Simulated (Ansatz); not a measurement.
`C[NH][GeH]([F])[F]`. Total charge 0; spin multiplicity 1.

Z-matrix (Å, degrees):
```
C
N 1 1.454
H 1 1.091 2 109.4
H 1 1.096 2 113.5 3 -120.7
H 1 1.093 2 110.0 3 117.5
Ge 2 1.791 1 122.0 3 37.9
H 2 1.008 1 113.9 3 -175.6
F 6 1.733 2 113.2 1 58.4
F 6 1.724 2 106.6 1 -52.7
H 6 1.523 2 114.8 1 -176.4
```

List the harmonic frequencies (cm⁻¹, unscaled) at PBE0-D4/def2-TZVP in Ansatz. (An estimate is asked.)

The calculation gave: 62, 120, 153, 237, 258, 333, 451, 666, 701, 724, 730, 738, 1101, 1135, 1144, 1404, 1461, 1491, 1513, 2236, 3028, 3094, 3133, 3619.

Is this a minimum?

Yes, all 24 modes are real.

Give the ideal-gas thermochemistry at 298.15 K and 1 bar (rigid rotor, harmonic oscillator; point group C1, symmetry number 1).

Zero-point energy 176.6 kJ/mol; H(298) − E = 198.1 kJ/mol; entropy 355.7 J/(mol·K), of which translation 170.6, rotation 112.5, vibration 72.6; G(298) − E = 92.0 kJ/mol. Modes under 100 cm⁻¹ are hindered rotations or soft bends, so the harmonic entropy is rough.
